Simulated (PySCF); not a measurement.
PySCF input:

```python
from pyscf import gto, scf, dft

mol = gto.M(
    atom='''
    Ga   -0.00000000   -0.00000000   -0.75169122
    Cl    0.00000000    0.00000000    1.37073104
    ''',
    basis='def2-tzvpd',
    charge=1,
    spin=1,
    symmetry='C2v',
    verbose=4,
)

mf = dft.UKS(mol, xc='pw6b95').density_fit(auxbasis='def2-universal-jkfit')
mf.grids.level = 3
mf.conv_tol = 1e-9
mf.max_cycle = 100
mf.max_memory = 1500
mf.kernel()
if not mf.converged:
    mf = mf.newton()
    mf.kernel(mf.make_rdm1())
mf.analyze()
```

### Question
Predict the final energy.

### Answer
-2386.08385 Eh (PW6B95/def2-TZVPD).
